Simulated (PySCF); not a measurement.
CH3FO2Si. Atoms are numbered in the order given.

```xyz
8

O     -0.6535     2.0210     0.0000
C      0.4898     1.6520     0.0000
O      0.8425     0.3723     0.0000
Si    -0.4475    -0.7536     0.0000
F      0.3208    -2.1726     0.0000
H      1.3708     2.3256     0.0000
H     -1.2227    -0.6400     1.2534
H     -1.2227    -0.6400    -1.2534
```
Charge 0, spin multiplicity 1.

Geometry optimised at PBE0-D3(BJ)/def2-SVP. The structure was generated by enumeration, and PubChem lists no compound with its InChIKey, so it may never have been made. Other conformers were not sampled.

Computed with r2SCAN/def2-TZVP run with PySCF.

ESP charges are fitted to the potential on shells at 1.4 to 2.0 van der Waals radii. Atomic charges (e):

| atom | ESP fit | IAO |
|---|---|---|
| O1 | -0.47 | -0.44 |
| C2 | 0.53 | 0.41 |
| O3 | -0.38 | -0.58 |
| Si4 | 0.67 | 1.30 |
| F5 | … | -0.53 |
| H6 | … | 0.14 |
| H7 | … | -0.15 |
| H8 | … | -0.15 |

### Question
Complete the blanks. (An estimate is asked for; the answer gives what the named calculation found.)

### Answer

- F5, ESP fit: -0.26
- H6, ESP fit: 0.05
- H7, ESP fit: -0.07
- H8, ESP fit: -0.07

### Question
Give the Mayer and Wiberg (Löwdin basis) orders of the bonds. (The exact figures need the calculation; the answer reports its results.)

### Answer

```tsv
bond	Mayer	Wiberg
O1–C2	1.95	2.74
C2–O3	1.16	1.81
O3–Si4	0.96	1.29
Si4–F5	1.11	1.73
C2–H6	0.95	0.88
Si4–H7	0.94	0.94
Si4–H8	0.94	0.94
```
